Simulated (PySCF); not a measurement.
Al(H)3 anion (AlH₃), SMILES [AlH3] (connectivity only; charge and spin as stated), charge -1, multiplicity 2. Geometry: B3LYP-D3(BJ)/def2-TZVPD. The spin state was assumed, not searched. The isomer is the one that the SMILES or the coordinates give; other isomers of the formula were not compared.

Calculation: B3LYP-D3(BJ)/def2-TZVPD (PySCF).

Harmonic wavenumbers (cm⁻¹): 670, 757, 757, 1662, 1662, 1684. Rotational constants (GHz): 116.0, 116.0, 69.16; symmetry number 3.

**Question.** Work out the zero-point energy and the ideal-gas rigid-rotor harmonic-oscillator thermochemistry at 298.15 K and 1 atm.

**Answer.** ZPE = ½ Σ hcν = ½ × 7191 cm⁻¹ = 10.28 kcal/mol. H − E(el) = 12.85 kcal/mol. Entropy in cal/(mol K): translation 36.13, rotation 14.31, vibration 0.85, spin 1.38, total 52.67. G − E(el) = -2.86 kcal/mol. Cp = 10.41 cal/(mol K).
